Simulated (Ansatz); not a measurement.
The same molecule with X = C, Si, Ge. Ansatz, PBE0-D4/def2-TZVP geometries, multiplicity 1. Each molecule was computed in one conformer, which needn't be the lowest.

Scalar relativity is left out up to krypton.

| X | molecule | mean X–H bond length / Å | mean X–S bond length / Å | HOMO–LUMO gap (B3LYP/def2-TZVPP) / eV | size of the dipole moment (B3LYP/def2-TZVPP) / D | size of the dipole moment (PBE/def2-TZVPP) / D |
| --- | --- | --- | --- | --- | --- | --- |
| C | `CSS` | 1.091 | 1.802 | 5.96 | 1.72 | 1.72 |
| Ge | `S[S][GeH3]` | 1.536 | 2.234 | 5.69 | 1.43 | 1.38 |

Task: Give the row for X = Si, `[SiH3]SS`. (Estimate.)

Result: The calculation gave: 
```csv
X,molecule,mean X–H bond length / Å,mean X–S bond length / Å,HOMO–LUMO gap (B3LYP/def2-TZVPP) / eV,size of the dipole moment (B3LYP/def2-TZVPP) / D,size of the dipole moment (PBE/def2-TZVPP) / D
Si,`[SiH3]SS`,1.484,2.143,5.65,1.14,1.10
```

From C to Ge the mean X–H bond length rises at each step, by 0.445 Å in all; the mean X–S bond length rises at each step, by 0.432 Å in all; the HOMO–LUMO gap (B3LYP/def2-TZVPP) isn't monotonic: highest at C, lowest at Si. Bonds lengthen as the atom grows down the group. Dipoles are sizes alone, and their direction can turn along the series.

B3LYP here is the variant with VWN-RPA as its local correlation; programs differ in this.
